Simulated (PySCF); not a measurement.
An unknown is described by computed data only.

Elements present: C, F, H and Si. Monoisotopic mass: 122.0363 u.

* 1H NMR: chemical shifts (computed TMS as zero) by class: 5.54 (1 H), 2.82 (1 H), 2.61 (1 H), 1.46 (3 H), 0.80 (1 H), 0.52 (1 H) ppm [GIAO PBE0/pcSseg-1]
* NMR, other nuclei: isotropic shieldings of nuclei other than C and H, by class: 297 (1 F), 310 (1 F), 484 (1 Si) ppm [GIAO PBE0/pcSseg-1]
* UV, first state: lowest singlet excitation: 6.43 eV (193 nm, f = 0.238) [TDDFT CAM-B3LYP/def2-SVPD]
* 13C NMR: chemical shifts (computed TMS as zero) by class: 126.8 (1 C), 22.2 (1 C), 15.5 (1 C), 7.0 (1 C) ppm [GIAO PBE0/pcSseg-1]
* Rotational structure: rotational constants A, B, C: 3.305, 1.537, 1.422 GHz [GFN2-xTB]
* Polarisability: 75.8 au [CAM-B3LYP/def2-SVPD]

The electronic properties come from PySCF, for the isolated species, density fitting. Levels stand in brackets. The structure is a single GFN2-xTB conformer in the gas phase; no vibrational or solvent corrections. Each NMR value is the plain mean over a class of atoms that symmetry, rotation or inversion makes alike.

Q: Which formula fits the mass and the elements?

A: C4H8F2Si (calculated 122.0363). No other formula that holds each of these elements comes within 0.0003 u with a fitting electron parity and a possible valence count.

Q: Give a SMILES that accounts for the data.

A: Numbering: `[CH3:1][C@@:2]1([CH:3]([F:4])[F:5])[CH2:6][SiH2:7]1`. Its formula, C4H8F2Si, gives 1 degree of unsaturation: 1 ring and 0 π bonds in the structure found. 4 carbons fall into 4 classes; from least to most shielded: CHF2 carbon [C3] (126.8 ppm), ring sp3 carbon bound to silicon [C2] (22.2 ppm), methyl carbon [C1] (15.5 ppm), ring sp3 carbon bound to silicon [C6] (7.0 ppm). Hydrogen classes from least to most shielded: 1 H on a CHF2 carbon, C3 (5.54 ppm), 1 H on an SiH2 silicon, Si7 (2.82 ppm), 1 H on an SiH2 silicon, Si7 (2.61 ppm), 3 H on a methyl carbon, C1 (1.46 ppm, a mean of values up to 1.5 ppm apart in this geometry), 1 H on an sp3 carbon bound to silicon, C6 (0.80 ppm), 1 H on an sp3 carbon bound to silicon, C6 (0.52 ppm). The other shieldings belong to: 297 ppm, fluorine of a CF2 group [F5]; 310 ppm, fluorine of a CF2 group [F4]; 484 ppm, SiH2 silicon [Si7]. The optimised geometry has point group C1 and is an asymmetric top. Structure: `C[C@@]1(C(F)F)C[SiH2]1`. Computed isomers that give other values at the same levels: `FC(F)[C@@H]1CC[SiH2]1` (13C chemical shifts (computed TMS as zero) by class: 127.7 (1 C), 33.8 (1 C), 23.7 (1 C), 7.3 (1 C) ppm); `F[C@@H]1C[SiH2][C@H](F)C1` (13C chemical shifts (computed TMS as zero) by class: 93.7 (1 C), 88.7 (1 C), 45.4 (1 C), 18.7 (1 C) ppm); `F[C@@H]1C[SiH2][C@@H](F)C1` (13C chemical shifts (computed TMS as zero) by class: 97.8 (1 C), 89.5 (1 C), 46.7 (1 C), 17.5 (1 C) ppm). The assignments are read from this structure; whether some other isomer fits the data as well wasn't checked. The mirror image fits equally.

Shape of the structure used: `[CH3:1][C@@:2]1([CH:3]([F:4])[F:5])[CH2:6][SiH2:7]1`: C1–C2–C3–F4 52°.
